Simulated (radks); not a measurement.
Question: Species: Ce3+. Configuration: [Xe] 4f1 (the NIST ground configuration). All-electron calculation, Dirac Kohn-Sham, PBE, spin-unpolarised, spherical densities, finite nucleus; open shells fill j = l - 1/2 first; Fermi nuclear charge, rms radius 4.8771 fm. Program: a radial shooting solver on a logarithmic mesh with Libxc functionals. Some entries of the table are withheld. Estimate them.

orbital  occ.  eigenvalue (Ry)  <r^2> (bohr^2)  r(max) (bohr)
1s1/2       2        -2958.678       0.0008209        0.01574
2s1/2       2        -474.9978         0.01300        0.08922
2p1/2       2              (1)        0.009534        0.06798
2p3/2       4              (2)         0.01080        0.07324
3s1/2       2        -103.6402         0.08862         0.2548
3p1/2       2              (3)         0.08352         0.2416
3p3/2       4              (4)         0.09105         0.2530
3d3/2       4        -66.43083         0.07456         0.2033
3d5/2       6        -65.04559         0.07670         0.2066
4s1/2       2        -22.34613          0.4583         0.5934
4p1/2       2        -18.18902          0.4895            (5)
4p3/2       4        -16.80354          0.5307            (6)
4d3/2       4         -9.97790          0.6326         0.6479
4d5/2       6         -9.73509          0.6491         0.6558
5s1/2       2              (7)           2.532          1.369
5p1/2       2         -3.52023           3.130            (8)
5p3/2       4         -3.30837           3.402            (9)
4f5/2       1         -2.11636           1.430         0.7042
4f7/2       0         -2.09121           1.456         0.7088

Answer: 
(1) 2p1/2 eigenvalue (Ry): -448.5795
(2) 2p3/2 eigenvalue (Ry): -415.7559
(3) 3p1/2 eigenvalue (Ry): -92.44981
(4) 3p3/2 eigenvalue (Ry): -85.99902
(5) 4p1/2 r(max) (bohr): 0.6028
(6) 4p3/2 r(max) (bohr): 0.6271
(7) 5s1/2 eigenvalue (Ry): -4.67351
(8) 5p1/2 r(max) (bohr): 1.491
(9) 5p3/2 r(max) (bohr): 1.555
